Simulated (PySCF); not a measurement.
## SMILES S=C1C=C/C1=C\Cl, C₅H₃ClS

Geometry (Å), atoms numbered from 1 in this order:
```xyz
10

S    -1.1535    2.4729   -0.0573
C    -0.8414    0.8943   -0.0203
C    -1.6156   -0.3494    0.0107
C    -0.4925   -1.1127    0.0248
C     0.3999    0.0579   -0.0044
C     1.6969    0.3234   -0.0145
Cl    2.9006   -0.8998    0.0114
H    -2.6692   -0.5476    0.0187
H    -0.2944   -2.1672    0.0475
H     2.0781    1.3328   -0.0391
```

The calculation used PySCF 2.14.0, GIAO wB97X-D/pcSseg-1 magnetisability, rotational g tensor and spin-rotation constants, non-relativistic, gas phase. Geometry: GFN2-xTB.

Q: Give the nuclear spin-rotation constants along the inertial axes (H = +C I·J) beside the isotropic shieldings.

A: Rotational constants 4.1162, 0.9609, 0.7791 GHz. A star marks the isotopologue with that one atom substituted, in its own axes.
```csv
atom,isotope,Caa (kHz),Cbb (kHz),Ccc (kHz),mean (kHz),σ (ppm)
Cl7,35Cl,0.513,0.301,0.146,0.320,793.6
H8,1H,0.001,0.014,-0.097,-0.028,24.6
H9,1H,0.031,0.044,-0.093,-0.006,22.1
H10,1H,-0.400,0.081,-0.087,-0.135,25.5
S1,33S*,3.683,0.878,0.105,1.556,-347.3
C2,13C*,2.668,0.585,0.152,1.135,-56.6
C3,13C*,1.600,0.505,0.132,0.746,22.8
C4,13C*,1.737,0.568,0.114,0.806,6.3
C5,13C*,1.803,0.405,0.148,0.785,32.7
C6,13C*,1.483,0.337,0.128,0.649,69.5
```
For the geometry as given, no vibrational averaging.

Q: How do the rotational constants and the g tensor change when H8, H9, H10 are replaced by deuterium?

A: Constants 3.6664, 0.9504, 0.7548 GHz; g -0.0692, -0.0251, -0.0054, against -0.0777, -0.0253, -0.0056 before.
